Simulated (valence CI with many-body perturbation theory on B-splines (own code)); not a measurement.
**Questions on Ce44+**

Level of theory: configuration interaction combined with many-body perturbation theory (CI+MBPT): four valence electrons over a frozen Dirac-Fock core [Ne], radial functions for each j: 11 s, 11 p, 9 d, 7 f, 5 g, 2 h, 1 i, with the one-electron correlation potential Σ1 (screened to all orders), the two-electron term Σ2, the three-electron term Σ3, Breit, model QED; selected single and double excitations, second order for the rest (own B-spline code, finite nucleus).

The last digits are not significant, and no measured levels were compared; by estimate large intervals hold to a few tenths of a per cent, small ones and those within an open d or f shell to about a per cent.

Levels are named by their leading jj configuration (3d3/2^4 stands for four electrons in 3d with j = 3/2), which in mixed levels can hold well under half, so a name can repeat and another be missing.

Rates and lifetimes use the calculated energies. Strong lines usually hold to 10 to 20 %, long lifetimes can be off by a factor of two.

**Question.** What is the ground level?

**Answer.** (3s^2 3p1/2^2) J=0, composition 71 % 3s²3p² ³P + 28 % 3s²3p² ¹S.

**Question.** How well does LS coupling describe the low levels?

**Answer.** Among the lowest 20 levels the leading LS term, summed over configurations, holds 58 % on average. For single configurations the figures are 55 % in LS and 88 % in jj coupling. Terms mix most in the J = 2 level at 3130.2 × 10³ cm⁻¹, where the leading one holds 27 %.

**Question.** What are the static dipole polarisabilities of the lowest levels?

**Answer.** (3s^2 3p1/2^2) J=0 0.00833; (3s^2 3p1/2 3p3/2) J=1 0.00980 (tensor 0.00041) bohr³, of which the core gives 0.000136.

**Question.** Among levels below 4677.3 × 10³ cm⁻¹, which E1 lines absorb most strongly from the ground level?

**Answer.** to (3s^2 3p1/2 3d3/2) J=1 at 4.181 nm, f = 0.683; to (3s 3p1/2^2 3p3/2) J=1 at 5.141 nm, f = 0.156; to (3s 3p1/2 3p3/2^2) J=1 at 3.509 nm, f = 0.00242.

**Question.** Name the longest-lived excited levels whose lifetime is computed, and their main decay.

**Answer.** (3s^2 3p1/2 3p3/2) J=2 at 906.44 × 10³ cm⁻¹ lives 21.8 μs, mostly by E2 to (3s^2 3p1/2^2) J=0; (3s^2 3p3/2 3d5/2) J=4 at 3285.5 × 10³ cm⁻¹ lives 154 ns, mostly by M1 to (3s^2 3p1/2 3d5/2) J=3; (3s^2 3p1/2 3p3/2) J=1 at 849.86 × 10³ cm⁻¹ lives 127 ns, mostly by M1 to (3s^2 3p1/2^2) J=0.
